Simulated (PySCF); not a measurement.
# How methods differ on the excitation energy of Ga²⁺

Ga²⁺ [Ar] 3d10 4s1 (2S) → Ga²⁺ [Ar] 3d10 4p1 (2P), as a difference of total energies. Calculation: PySCF 2.14, in def2-TZVPPD; the non-relativistic Hamiltonian (point nucleus). Correlated levels: valence and next inner shell: [Ne] frozen. The calculations carry no spin-orbit coupling.

| method | excitation energy (eV) |
| --- | --- |
| UHF | 7.609 |
| LDA | 8.012 |
| PBE | 7.815 |
| PBE0 | 7.778 |
| r2SCAN | 7.771 |
| BP86 | 7.817 |
| CAM-B3LYP | 7.968 |
| MN15 | 7.368 |
| MP2 (valence and next inner shell) | 7.773 |
| SCS-MP2 (valence and next inner shell) | 7.745 |

Task: How much does correlation contribute at MP2 (valence and next inner shell)?

Result: 7.773 − (7.609) = 0.164 eV, measured against UHF.

A first-order spin-orbit estimate (lowest level to lowest level, LS coupling) adds -0.111 eV.
